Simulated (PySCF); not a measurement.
CH5Si, charge -1, singlet, at a GFN2-xTB geometry (in this run its highest filled SCF level lies above zero, so its values depend strongly on the basis, on diffuse functions most of all), atoms displaced at random by about 0.08 Å a coordinate; B3LYP/def2-SVP, gradient run with PySCF.

PySCF was given this input:
```python
from pyscf import gto, scf, dft

mol = gto.Mole()
mol.atom = '''
    C    -0.108093   -0.098164   -1.177478
    Si    0.099133   -0.069560    0.473425
    H    -0.991192    0.349403   -1.770030
    H     0.865285    0.369594   -1.769687
    H    -0.080401    1.307647    1.496906
    H    -1.238789   -0.659727    1.043527
    H     1.185162   -0.858106    1.159751
'''
mol.basis = 'def2-svp'
mol.charge = -1
mol.spin = 0
mol.verbose = 4
mol.build()

mf = dft.RKS(mol)
mf.xc = 'b3lyp'
mf.grids.level = 0
mf.kernel()
g = mf.nuc_grad_method()
g.grid_response = True
grad = g.kernel()
```

Task: Write the output that PySCF gives for this input, abridged.

Result: 
```
PySCF version 2.14.0

[INPUT] verbose = 4
[INPUT] num. atoms = 7
[INPUT] num. electrons = 26
[INPUT] charge = -1
[INPUT] spin (= nelec alpha-beta = 2S) = 0
[INPUT] symmetry False subgroup None
[INPUT] Mole.unit = angstrom
[INPUT] Symbol           X                Y                Z      unit          X                Y                Z       unit  Magmom
[INPUT]  1 C     -0.108093000000  -0.098164000000  -1.177478000000 AA   -0.204266165983  -0.185503075292  -2.225110937701 Bohr   0.0
[INPUT]  2 Si     0.099133000000  -0.069560000000   0.473425000000 AA    0.187334219907  -0.131449349225   0.894643590522 Bohr   0.0
[INPUT]  3 H     -0.991192000000   0.349403000000  -1.770030000000 AA   -1.873081416860   0.660275977101  -3.344871932264 Bohr   0.0
[INPUT]  4 H      0.865285000000   0.369594000000  -1.769687000000 AA    1.635151669694   0.698431437282  -3.344223756203 Bohr   0.0
[INPUT]  5 H     -0.080401000000   1.307647000000   1.496906000000 AA   -0.151935870141   2.471094697609   2.828742374218 Bohr   0.0
[INPUT]  6 H     -1.238789000000  -0.659727000000   1.043527000000 AA   -2.340971936124  -1.246703346981   1.971980233589 Bohr   0.0
[INPUT]  7 H      1.185162000000  -0.858106000000   1.159751000000 AA    2.239631593242  -1.621585325846   2.191611762690 Bohr   0.0

nuclear repulsion = 57.2729045179245
number of shells = 29
number of NR pGTOs = 95
number of NR cGTOs = 57
basis = def2-svp
ecp = {}

******** <class 'pyscf.dft.rks.RKS'> ********
method = RKS
initial guess = minao
damping factor = 0
level_shift factor = 0
DIIS = <class 'pyscf.scf.diis.CDIIS'>
diis_start_cycle = 1
diis_space = 8
diis_damp = 0
SCF conv_tol = 1e-09
SCF conv_tol_grad = None
SCF max_cycles = 50
direct_scf = True
direct_scf_tol = 1e-13
XC library pyscf.dft.libxc version 7.1.2
    S. Lehtola, C. Steigemann, M. J. T. Oliveira, and M. A. L. Marques,  SoftwareX 7, 1–5 (2018)
XC functionals = b3lyp
    P. J. Stephens, F. J. Devlin, C. F. Chabalowski, and M. J. Frisch,  J. Phys. Chem. 98, 11623 (1994)
radial grids:
    Treutler-Ahlrichs [JCP 102, 346 (1995); DOI:10.1063/1.469408] (M4) radial grids

becke partition: Becke, JCP 88, 2547 (1988); DOI:10.1063/1.454033
pruning grids: <function nwchem_prune>
grids dens level: 0
symmetrized grids: False
atomic radii adjust function: <function treutler_atomic_radii_adjust>
small_rho_cutoff = 0
Set gradient conv threshold to 3.16228e-05
Initial guess from minao.
tot grids = 5816
init E= -330.166509877555
  HOMO = -0.241629153401386  LUMO = -0.0161084072571906  gap/eV = 6.13673
cycle= 1 E= -330.274437333189  delta_E= -0.108  |g|= 0.586  |ddm|= 2.35
  HOMO = 0.165511800032569  LUMO = 0.270308074937606  gap/eV = 2.85165
cycle= 2 E= -330.061479222021  delta_E= 0.213  |g|= 0.961  |ddm|= 2.64
  HOMO = 0.0350464379803936  LUMO = 0.233033124430722  gap/eV = 5.38749
cycle= 3 E= -330.378031699358  delta_E= -0.317  |g|= 0.0828  |ddm|= 2.03
  HOMO = 0.0351965130736178  LUMO = 0.226749995496568  gap/eV = 5.21244
cycle= 4 E= -330.38069937381  delta_E= -0.00267  |g|= 0.028  |ddm|= 0.215
  HOMO = 0.0365188074464418  LUMO = 0.229851384449843  gap/eV = 5.26085
cycle= 5 E= -330.380991329028  delta_E= -0.000292  |g|= 0.0047  |ddm|= 0.0537
  HOMO = 0.0360844478090026  LUMO = 0.229510112259921  gap/eV = 5.26338
cycle= 6 E= -330.380999582052  delta_E= -8.25e-06  |g|= 0.000549  |ddm|= 0.00998
  HOMO = 0.0361184929097158  LUMO = 0.229611759596097  gap/eV = 5.26522
cycle= 7 E= -330.380999729039  delta_E= -1.47e-07  |g|= 0.000179  |ddm|= 0.00148
  HOMO = 0.036111744057747  LUMO = 0.229591389717268  gap/eV = 5.26485
cycle= 8 E= -330.380999742269  delta_E= -1.32e-08  |g|= 2.66e-05  |ddm|= 0.000387
  HOMO = 0.0361115145108246  LUMO = 0.229588990807201  gap/eV = 5.26479
cycle= 9 E= -330.380999742614  delta_E= -3.45e-10  |g|= 6.18e-06  |ddm|= 9.3e-05
  HOMO = 0.0361130377360057  LUMO = 0.229589480581814  gap/eV = 5.26476
Extra cycle  E= -330.380999742617  delta_E= -3.64e-12  |g|= 7.16e-06  |ddm|= 2.54e-05
converged SCF energy = -330.380999742617

******** <class 'pyscf.grad.rks.Gradients'> for <class 'pyscf.dft.rks.RKS'> ********
unit = Eh/Bohr
grid_response = True
--------------- RKS gradients ---------------
         x                y                z
0 C    -0.0359212671    -0.0327709711     0.1206270016
1 Si     0.0449899274    -0.0171113114    -0.0900629963
2 H    -0.0160301486     0.0125494841    -0.0223682990
3 H     0.0366750476     0.0218091868    -0.0213165697
4 H    -0.0137536379     0.0168655151     0.0119364948
5 H    -0.0106055667     0.0015252915    -0.0027726531
6 H    -0.0053543548    -0.0028671950     0.0039570217
----------------------------------------------
```
